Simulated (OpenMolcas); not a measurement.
Ag3+ among 8 point charges of -1.2 e arranged as a cube (Oh), 2.21 Å from the ion.

- Program: OpenMolcas 26.06
- Method: SS-CASPT2, IPEA 0.25 Eh, imaginary shift 0.1 Eh (closed shells correlated: 4s 4p)
- Basis: ANO-RCC-VTZP [7s6p4d2f1g]
- Scalar Hamiltonian: DKH2, point nucleus
- Active space: 8 electrons in 5 orbitals (4d)
- State averaging: 2S+1 = 3 even, 10 roots; 2S+1 = 1 even, 15 roots
- Spin-orbit coupling: state interaction with AMFI integrals over the reference wave functions

Question: What is the spin-free ground state (labels of O, the rotations of Oh)?

Answer: 3T1, 3-fold in its orbital part, 100 % from free-ion F terms; it has the highest spin that d8 allows.

Question: Where is the first state of the same spin?

Answer: 3T2 at 1370 cm-1 above the ground state.

Question: What are the lowest two levels with spin-orbit coupling?

Answer: A 1-fold level A1, then a 3-fold level T1 410 cm-1 above it. Their leading multiplicities are 3 (99 %) and 3 (99 %).

Question: What is χT at 300 K, and how does it compare with the textbook value?

Answer: The lowest level has 2S+1 = 3, for which the spin-only value is χT = S(S+1) / 2 = 1.000 cm3 K/mol (g = 2). The computed 2.937 at 300 K differs by +1.937, through orbital momentum, spin-orbit coupling and any other state in reach. With a threefold ground state the orbital momentum is unquenched, so the spin-only value is not expected to hold.

Roots that are degenerate in the reference are averaged as groups; the widest CASPT2 spread within a group is 350 cm-1 (the 3-fold group of multiplicity 1 near 19400 cm-1 above the lowest state of its run). Shifts and gaps below about the spread of the groups concerned are not significant. An orbital triplet at a regular site is open to Jahn-Teller coupling, which can distort the site and quench the lowest spin-orbit gaps and is left out. Real 4d8 and 5d8 ions are as a rule square planar and diamagnetic. The ground term spreads over less than 5000 cm-1, several times less than with real ligands, so orbital moments are less quenched and χT lies further from the spin-only value than at real sites. Free-ion shares, where given, are those of the reference states; single-state CASPT2 does not remix them. Point charges carry no covalency, so the field is a model and not that of real ligands. No measured value stands beside these numbers.
